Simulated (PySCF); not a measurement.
SMILES c1cc(C=Cc2ccccn2)sc1 at its GFN2-xTB optimised geometry (Å):

```
22

C      0.1355    -0.5777     0.0000
C     -0.5757     0.5624     0.0001
C     -2.0002     0.6411     0.0002
C     -2.7715     1.7774     0.0002
C     -4.1531     1.5160     0.0002
C     -4.4328     0.1852     0.0003
S     -3.0132    -0.7793    -0.0002
C      1.5819    -0.6118     0.0000
C      2.2635    -1.8355     0.0000
C      3.6449    -1.8355     0.0000
C      4.3140    -0.6204     0.0000
C      3.5525     0.5405     0.0000
N      2.2364     0.5534     0.0000
H     -0.3707    -1.5345     0.0000
H     -0.0425     1.5034     0.0002
H     -2.3496     2.7666     0.0001
H     -4.9082     2.2819     0.0001
H     -5.3918    -0.2940     0.0002
H      1.7080    -2.7615     0.0000
H      4.1941    -2.7666     0.0000
H      5.3918    -0.5743     0.0000
H      4.0254     1.5150     0.0000
```

Computed with PBE0/def2-SVP in PySCF. Cells within 0.4 Å of a nucleus heavier than hydrogen are left out (blank, or x).

Map of the electron localisation function on the plane z = 0.0 Å:

```
|0000000000000000000000000000000|
|0000000000000000000000000000000|
|0000000000000000000000000000000|
|0000000000000000000000000000000|
|0000000000000000000000000000000|
|0000000000000000000000000000000|
|0000000000000000000000000000000|
|0000000002872000000000000000000|
|0000671007998000000000000000000|
|0007998009999000000000021000000|
|0009999438995029600000699500000|
|000599948xx50099903710999900000|
|000036xx9xx72399908961999700000|
|00000587348x7659509976598000000|
|001565x5114x84x5106xx8x33023000|
|008999x575976588456965696899700|
|009999681x15015xx9x2204xx999900|
|006996150x15049557x851672999800|
|0004300488960899417428x76255200|
|0000000379840899006xx9xx6000000|
|0000000246510493089965799800000|
|0000000001000000099950899930000|
|0000000000000000099920499920000|
|0000000000000000038500068300000|
|0000000000000000000000000000000|
|0000000000000000000000000000000|
|0000000000000000000000000000000|
|0000000000000000000000000000000|
|0000000000000000000000000000000|
|0000000000000000000000000000000|
|0000000000000000000000000000000|
```
Scale: ten equal steps from 0.000 (start of '0') to 1.000 (end of '9'), in the order '0123456789'; x runs from -7.50 to 7.50, y from -7.50 (bottom) to 7.50 (top).
